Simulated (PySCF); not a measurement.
Compound: CH6GeO3Si.
Geometry (PBE0-D3(BJ)/def2-SVP, Å), atoms numbered from 1 in this order:
```
atom  x, y, z in Å
O1     0.9385   -1.3080   -0.6272
C2     1.4941   -0.3771   -0.1080
O3     2.8199   -0.2903    0.0251
Ge4    0.5042    1.1840    0.6329
O5    -1.1920    0.7798    0.3845
Si6   -2.0994   -0.4211   -0.3279
H7     3.2062   -1.0953   -0.3648
H8     0.8377    2.4588   -0.1551
H9     0.7601    1.3390    2.1378
H10   -1.9186   -1.7313    0.3639
H11   -3.5259   -0.0016   -0.1899
H12   -1.7848   -0.5653   -1.7802
```

Computed, not measured: PBE0-D3(BJ)/def2-SVP geometry optimisation, gas phase in PySCF 2.14.0.

Take the most abundant isotopes and a rigid rotor. The values belong to one conformer with, in the numbering `[O:1]=[C:2]([OH:3])[GeH2:4][O:5][SiH3:6]`, O1–C2–O3–H 0°, O1–C2–Ge4–O5 2°, C2–Ge4–O5–Si6 -4°.

(1) What are A, B and C (cm⁻¹)?

(2) Classify the top.

(3) Is it planar, by Δ = Ic − Ia − Ib?

(4) Give the other two planar moments, Paa and Pbb, and the rms extents of the mass along the axes.

(5) Where do the levels up to J = 2 lie, in MHz?

(6) Which lines would a microwave search look for?

## Answers

(1) Ia = 181.80, Ib = 365.11, Ic = 534.26 u·Å²; 505379 MHz·u·Å²/I gives 2780, 1384 and 945.9 MHz, that is A = 0.09273, B = 0.04617, C = 0.03155 cm⁻¹.

(2) An asymmetric top; Ray's κ = -0.522.

(3) Not planar: Δ = Ic − Ia − Ib = -12.65 u·Å². For a rigid frame Δ = −2 Σ m c², so Σ m c² = 6.33 u·Å² lies off the ab plane: 6.29 from hydrogen and 0.03 from heavier atoms. The atom farthest from that plane is 1.30 Å away.

(4) Paa = Σ m a² = (Ib + Ic − Ia)/2 = 358.78 and Pbb = Σ m b² = (Ia + Ic − Ib)/2 = 175.47 u·Å². With the mass M = 167.93 u, the rms extents √(P/M) along a, b and c are 1.46, 1.02, 0.19 Å.

(5) Above 0(0,0):
J = 1: 1(0,1) 2330, 1(1,1) 3726, 1(1,0) 4164
J = 2: 2(0,2) 6902, 2(1,2) 7948, 2(1,1) 9263, 2(2,1) 13450, 2(2,0) 13538
The levels of one J sum to (2J + 1)J(J + 1)(A + B + C)/3.

(6) The dipole components are |μa| = 2.63 D, |μb| = 0.27 D, |μc| = 0.03 D. The squared components, which scale the intensities, stand as 1.00 : 0.01 : 0.00 (a : b : c). Some lines, for components of 0.1 D or more:

| type | branch | J(Ka,Kc) | MHz | lower level (cm⁻¹) |
| --- | --- | --- | --- | --- |
| a | Q | 1(1,0) ← 1(1,1) | 438 | 0.124 |
| a | Q | 2(1,1) ← 2(1,2) | 1315 | 0.265 |
| b | Q | 1(1,0) ← 1(0,1) | 1834 | 0.078 |
| a | R | 1(0,1) ← 0(0,0) | 2330 | 0.000 |
| b | Q | 2(1,1) ← 2(0,2) | 2360 | 0.230 |
| b | R | 2(0,2) ← 1(1,1) | 3177 | 0.124 |
| b | R | 1(1,1) ← 0(0,0) | 3726 | 0.000 |
| a | R | 2(1,2) ← 1(1,1) | 4222 | 0.124 |
| b | Q | 2(2,0) ← 2(1,1) | 4275 | 0.309 |
| a | R | 2(0,2) ← 1(0,1) | 4572 | 0.078 |
| a | R | 2(1,1) ← 1(1,0) | 5099 | 0.139 |
| b | Q | 2(2,1) ← 2(1,2) | 5502 | 0.265 |
| b | R | 2(1,2) ← 1(0,1) | 5618 | 0.078 |
| b | R | 2(2,1) ← 1(1,0) | 9286 | 0.139 |
| b | R | 2(2,0) ← 1(1,1) | 9812 | 0.124 |

Whether it is a minimum is left open (no frequencies). Constants of a rigid frame at the computed geometry: no zero-point averaging, no centrifugal distortion. A rigid rotor knows nothing of internal rotation, which can split or shift real lines.

Hardware: Arm Neoverse V2, one thread (shared host). Cost: 3.1 min wall, 0.55 GiB resident at most. That covers the optimisation of the geometry.
